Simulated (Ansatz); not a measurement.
BCOF3⁻ (relaxed from a model of B(CO)F3, whose bonding it doesn't keep). Charge -1, multiplicity 2. Geometry r2SCAN-D4/def2-SVP, that of the neutral singlet.

```tsv
atom	x (Å)	y (Å)	z (Å)
B1	-0.4194	-0.7439	0.6142
C2	0.6409	1.1365	-0.9381
O3	1.0914	1.9357	-1.5983
F4	0.5523	-0.6277	1.4960
F5	-0.3346	-1.6473	-0.3415
F6	-1.5306	-0.0532	0.7678
```

At PBE-D4/def2-TZVPD, r2SCAN-D4/def2-TZVPD, PBE0-D4/def2-TZVPD the highest occupied level of the charge -1 doublet lies above zero (up to 2.41 eV). By energy differences it is unbound by 0.66 eV (vertical, against the charge 0 singlet, at r2SCAN-D4/def2-TZVPD) and held by the finite basis. At PBE-D4/def2-TZVPD, r2SCAN-D4/def2-TZVPD the gap within one spin of the charge -1 doublet nearly closes, so an electron or hole may be smeared out by delocalisation error. In the doublet geometry the species has come apart into loosely held pieces.

Question: Estimate the α-spin orbital energies around the gap (eV) in Ansatz with PBE-D4/def2-TZVPD, r2SCAN-D4/def2-TZVPD, PBE0-D4/def2-TZVPD.

Answer: 
```
orbital  PBE-D4/def2-TZVPD  r2SCAN-D4/def2-TZVPD  PBE0-D4/def2-TZVPD
 HOMO−5              -6.58                 -7.10               -8.81
 HOMO−4              -6.43                 -6.93               -8.61
 HOMO−3              -6.32                 -6.80               -8.47
 HOMO−2              -5.49                 -6.01               -7.73
 HOMO−1              -4.47                 -4.79               -6.33
   HOMO               2.33                  2.41                2.01
   LUMO               2.35                  2.49                2.76
 LUMO+1               2.51                  2.93                3.44
 LUMO+2               3.12                  3.75                3.51
 LUMO+3               3.97                  4.28                4.35
 LUMO+4               3.97                  4.35                4.44
 LUMO+5               4.30                  4.78                4.67
 β HOMO              -4.19                 -4.40               -6.01
 β LUMO               2.65                  2.81                3.38
```
